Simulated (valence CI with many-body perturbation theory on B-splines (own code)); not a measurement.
# Lu XLIX in brief

Level of theory: configuration interaction combined with many-body perturbation theory (CI+MBPT): five valence electrons over a frozen Dirac-Fock core [Ar], a basis of 7 s, 7 p, 8 d, 6 f, 4 g, 1 h functions for each j, with the one-electron correlation potential Σ1, the two-electron term Σ2, the three-electron term Σ3, Breit, model QED; selected CI, second order for the rest, scaled by the run's own slope (own B-spline code, finite nucleus).

The last digits are not significant, and no measured levels were compared; by estimate large intervals hold to a few tenths of a per cent, small ones and those within an open d or f shell to about a per cent. Excitations out of the core, of the other parity, are not computed and may begin above about 235 eV (a cautious bound); beyond it only levels of the ground parity were kept, without lifetimes. Only levels of the ground parity were solved; by the run's estimate the other parity begins above the list, which can be wrong where configurations are misplaced.

Levels are named by their leading jj configuration (3d3/2^4 stands for four electrons in 3d with j = 3/2), which in mixed levels can hold well under half, so a name can repeat and another be missing.

Rates and lifetimes use the calculated energies. Strong lines usually hold to 10 to 20 %, long lifetimes can be off by a factor of two.

Q: What is the ground level?

A: (3d3/2^4 3d5/2) J=5/2, composition 26 % 3d⁵ ⁴P + 24 % 3d⁵ ²D + 17 % 3d⁵ ²F, g = 1.303.

Q: How well does LS coupling describe the low levels?

A: Among the lowest 20 levels the leading LS term, summed over configurations, holds 48 % on average. For single configurations the figures are 48 % in LS and 97 % in jj coupling. Terms mix most in the J = 5/2 level at 0 cm⁻¹, where the leading one holds 26 %.

Q: What is the ionisation energy?

A: 4210.4 eV; NIST lists 4211 ± 4 eV (theoretical).
